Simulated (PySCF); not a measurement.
# Spinor energies of Sc⁺ (scandium, charge +1)

Start: [Ar] 3d1 4s1; 3d3/2 filled at m_j = +3/2; 4s1/2 filled at m_j = -1/2. Calculated with PySCF 2.14 in x2c-SVPall-2c with one added diffuse shell each of s, d type (6s5p4d1f, 48 functions): generalised Hartree-Fock with the X2C-1e Hamiltonian and a Gaussian nucleus; one run each with spin-orbit coupling (SO) switched off, then screened by Boettger's factors.

```csv
spinor shell,electrons,"ε, spin-free (eV)","ε, screened SO (eV)",weight of nominal j (screened SO),"rms radius, screened SO (bohr)"
1s1/2,2,-4544.1,-4544.1,1.000,0.0845
2s1/2,2,-530.57,-530.56,1.000,0.370
2p1/2,2,-433.49,-436.75,0.998,0.338
2p3/2,4,-433.49,-431.86,0.999,0.340
3s1/2,2,-77.412,-77.406,1.000,1.15
3p1/2,2,-49.832,-50.678,0.657,1.27
3p3/2,4,-49.832,-49.402,0.828,1.27
3d3/2,1,-16.306,-16.318,0.831,1.86
4s1/2,1,-12.249,-12.247,1.000,3.74
```

| quantity | spin-free | screened SO |
| --- | --- | --- |
| E (hartree) | -762.98339 | -762.98598 |
| M_J | 1 | 1 |
| ⟨J²⟩ | 4.006 | 3.848 |
| ⟨L²⟩ | 6.005 | 6.005 |
| ⟨S²⟩ | 2.001 | 1.999 |

The determinant has a definite M_J but mixes levels of different J.

Each row is a mean over spinors that exchange with the open shell spreads, by up to 4.427 eV (3p1/2).

Rows whose weight is well below 1 are mixtures of j = l ± 1/2: exchange outweighs spin-orbit coupling there, and the label is only the starting occupation.

Without spin-orbit coupling the j labels of p, d and f shells carry no meaning; the spin-free column gives the mean over the occupied spinors of each nl shell, and its ⟨J²⟩ belongs to a mixture of degenerate components.
